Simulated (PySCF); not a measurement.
## Vibration and rotation of In2

UHF-CCSD(T) constants of In2, ³Πu (triplet), unpaired electrons σ ↑, π ↑ (basis In def2-SVP with ECP28; scalar-relativistic core potentials; PySCF 2.14; masses 114.9039 and 114.9039 u):

| Quantity | Value |
| --- | --- |
| ωe | 119.7 cm⁻¹ |
| ωexe | 0.331 cm⁻¹ |
| Be | 0.031438 cm⁻¹ |
| αe | 0.000116 cm⁻¹ |
| De to In + In | 1.07 eV |

(1) What force constant and bond length do these constants imply?

(2) Estimate the centrifugal constant D from the Kratzer relation and find the Dunham coefficient a1.

Correlated steps freeze 8 core orbitals. Correlated levels converge slowly with the basis: in double zeta they bind strong bonds too weakly, by up to about 1 eV, and carry superposition errors of some tenths. Spin–orbit coupling is left out, which matters for elements this heavy, above all for dissociation energies. The state is the lowest determinant that a PBE0 search found; another state may lie lower at other levels.

## Answers

(1) Reduced mass μred = 57.452 u; k = 5.8918×10⁻⁷·μred·ωe² (u, cm⁻¹, mdyn/Å) = 0.485 mdyn/Å; Re = √(16.8576/(μred·Be)) (u, cm⁻¹, Å) = 3.055 Å.

(2) D = 4Be³/ωe² = 8.67e-09 cm⁻¹; a1 = −1 − αeωe/(6Be²) = -3.34.
